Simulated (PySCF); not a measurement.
Computed with PySCF and rigid-rotor harmonic-oscillator thermochemistry at 1 bar. 'Table' is the NASA 1993 thermochemical table (part measured, part estimated). S°(298 K) at PBE0/def2-TZVP differs from the NASA 1993 table for NaAlF4 (+8 J/mol/K); whether the harmonic model or the table's entry is off was not settled. 6-31G* has spherical d functions here. All species are closed-shell singlets. The harmonic model lacks anharmonicity and excited electronic states, which grow with temperature; levels with a mode under 35 cm⁻¹ are left out. Soft modes under 120 cm⁻¹ make the harmonic entropy rough for NaAlF4. The table's entry may be an old estimate for NaAlF4 (not checked at source).

Harmonic frequencies at HF/6-31G* (cm⁻¹): 70, 198, 213, 238, 326, 334, 355, 414, 654, 713, 871, 957. Point group C2v; S°(298 K) = 345.0 J/mol/K at this level.

Work out Cp and S° of gaseous NaAlF4 at 500, 800, 1200, 1600, 2000 K from these, and set them beside the table.


```tsv
T (K)	Cp HF/6-31G*	Cp table	S° HF/6-31G*	S° table
500	117.9	119.5	402.0	403.0
800	126.3	127.1	459.7	461.1
1200	129.9	130.1	511.7	513.4
1600	131.2	131.5	549.3	551.0
2000	131.9	132.1	578.6	580.4
```
Units J/mol/K.
